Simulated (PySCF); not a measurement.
C3H3ClF2, SMILES F[C@@H]1[C@H](F)[C@H]1Cl.

The structure is a stationary point at PBE0-D3(BJ)/def2-SVP. The structure was generated by enumeration; whether it is a known compound was not checked.

Two levels are set side by side: PBE/def2-TZVP (PySCF) and CAM-B3LYP/def2-TZVP (PySCF). Same geometry, gas phase. Differences are taken from unrounded values.

```json
[
 {"quantity": "orbital gap (eV)", "PBE": "5.61"},
 {"quantity": "highest occupied level (eV)", "PBE": "-6.79"},
 {"quantity": "lowest empty level (eV)", "PBE": "-1.18"},
 {"quantity": "dipole moment (D)", "PBE": "1.07"},
 {"quantity": "mean polarisability (bohr³)", "PBE": "47.5"}
]
```

Q: These are the PBE values. What does CAM-B3LYP give? (Estimate from the structure and the level; the computed values follow.)

A: 
```tsv
quantity	CAM-B3LYP	PBE minus CAM-B3LYP
orbital gap (eV)	10.75	-5.14
highest occupied level (eV)	-9.66	2.87
lowest empty level (eV)	1.09	-2.27
dipole moment (D)	1.30	-0.22
mean polarisability (bohr³)	45.6	2.0
```

PBE's occupied levels lie high since its potential decays too fast outside the molecule; exact exchange lowers them and widens the gap. PBE's more diffuse valence density responds more strongly to a field. Differences between two approximate levels are no errors against the true value.

Rough cost on one machine, each run with all the roots and properties that it gave: CAM-B3LYP against PBE within a factor of 2.
